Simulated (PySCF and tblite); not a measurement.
C5H6F3NO, numbered as in [CH3:1][CH2:2][C@H:3]([C:4]#[N:5])[O:6][C:7]([F:8])([F:9])[F:10].

Conformers came from 150 starts (ETKDG and KDG, MMFF94s, GFN2-xTB); geometries are GFN2-xTB. Weights use PBE0-D3(BJ)/pcSseg-1 energies plus GFN2-xTB zero-point and thermal terms (modes under about 100 cm⁻¹ blended into free rotors). Symmetry numbers and mirror images are counted. Conformers within 2.5 kcal/mol (GFN2-xTB free energy) were kept, 4 at most. GIAO shieldings: PBE0/pcSseg-1. Shifts are against TMS (¹H), TMS (¹³C), CFCl3 (¹⁹F), NH3 (¹⁵N) at the same level. Programs: PySCF with density fitting and tblite.

Torsions listed: C1–C2–C3–O6, C2–C3–O6–C7.

```csv
conformer,shape,symmetry,E(GFN2) kcal/mol,E(DFT) kcal/mol
1,"69°, -154°",C1,0.00,0.00
2,"-62°, -159°",C1,0.24,0.03
3,"177°, -158°",C1,0.05,0.20
4,"166°, 87°",C1,0.29,2.91
```

(1) How much do the weights at 298.15 K and the averaged shift of H3 depend on how the conformers are weighted?

For its torsions the set is small; conformers may be missing.

## Answers

(1) 
```tsv
weighting	1 (%)	2 (%)	3 (%)	4 (%)	δ (ppm)	rms dipole (D)
DFT energy with thermal terms, symmetry and mirror images (full scheme)	40	32	27	0	4.63	4.01
DFT energy with symmetry and mirror images	37	36	27	0	4.65	4.00
bare DFT energy	37	36	27	0	4.65	4.00
GFN2-xTB energy with symmetry and mirror images	31	21	29	19	4.58	4.06
GFN2-xTB free energy	36	20	31	13	4.58	4.05
leading conformer alone	100	0	0	0	4.41	4.06
equal weights	25	25	25	25	4.61	4.07
full scheme, search stopped after three starts	56	44	0	0	4.67	3.99
```

The largest departure from the full scheme, 0.21 ppm, comes with: leading conformer alone.


¹⁵N shifts are against a computed isolated NH3 molecule, about 20 ppm from the liquid.

Conformer gaps in pcSseg-1 on xTB geometries can be 2 kcal/mol off for S=O, P=O and other polar bonds.